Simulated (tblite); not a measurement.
Species: C6H3O4 (doublet state).
Z-matrix (Å and degrees, GFN2-xTB geometry), rows numbered from 1:
```
O 
C   1  1.1840
O   2  1.3534  1  127.03
C   3  1.3648  2  121.36  1    -6.33
C   4  1.3581  3  121.38  2   142.20
C   5  1.4005  4  114.65  3   177.35
C   6  1.3268  5  125.26  4     0.01
C   7  1.4656  6  118.46  5    -0.27
O   8  1.1970  7  125.75  6  -178.93
O   4  1.3300  3  115.17  2   -40.47
H   2  1.1007  1  126.28  3   178.01
H   5  1.0748  4  121.47  3    -2.70
H   7  1.0761  6  125.53  5  -179.78
```

Calculated harmonic vibrations of the isolated species, GFN2-xTB (tblite), most abundant isotopes, no scaling. Errors from tens to a few hundred cm⁻¹ against measured bands are possible. One conformer, not necessarily the lowest. Open shells enter through the occupations alone, without spin polarisation, and single modes of such species can be off by tens of per cent.

Harmonic wavenumbers (cm⁻¹): 36.0, 106.0, 134.2, 171.4, 251.7, 350.2, 418.4, 461.3, 484.1, 522.5, 563.7, 650.1, 690.4, 763.2, 791.1, 819.3, 883.1, 925.5, 970.8, 992.3, 1057.9, 1065.0, 1135.4, 1223.3, 1313.4, 1334.3, 1508.4, 1635.1, 1772.0, 1818.7, 2858.0, 3122.2, 3135.6.

A = 2545, B = 1148, C = 831.7 MHz; mass 139.003 u (most abundant isotopes); point group C1, symmetry number 1; spin multiplicity 2.

**Question.** What is the zero-point energy?

**Answer.** Half the sum of the wavenumbers: 16982 cm⁻¹ = 48.55 kcal/mol.

**Question.** Give the ideal-gas entropy at 200 K and 1 bar in the rigid-rotor, harmonic-oscillator model (classical rotation).

**Answer.** Translation 38.74, rotation 28.08, vibration 14.58, spin (R ln 2) 1.38: S = 82.8 cal/(mol K).

**Question.** And Cp and H(200 K) − H(0)?

**Answer.** Cp = 24.08 cal/(mol K), of which vibrations give 16.13 (their classical limit is 33 R = 65.6); H(200 K) − H(0) = 3.16 kcal/mol without the zero-point energy, 1.57 from vibrations.

**Question.** How do the functions run with temperature in this model?

**Answer.** 
```csv
T (K),S (cal/(mol K)),Cp (cal/(mol K)),H − H(0) (kcal/mol),G − H(0) (kcal/mol),ln q(vib)
150,76.5,19.8,2.06,-9.41,2.40
250,88.6,28.4,4.47,-17.68,4.38
298.15,94.0,32.4,5.94,-22.08,5.35
400,104.6,40.0,9.64,-32.20,7.42
600,122.9,50.4,18.76,-55.01,11.42
900,145.2,59.2,35.34,-95.37,16.99
```

q(vib) and H(0) count from the zero-point level.

**Question.** What must be added to the electronic energy to get the Gibbs energy at 200 K and 1 bar?

**Answer.** ZPE + [H(200 K) − H(0)] − T·S = 48.55 + 3.16 − 16.56 = 35.15 kcal/mol.

Hindered rotation and anharmonicity are outside this model. Other conformers, if any are populated, would add a mixing term that is left out. The structure is chiral; the term R ln 2 for an equal mix with its mirror image is left out.
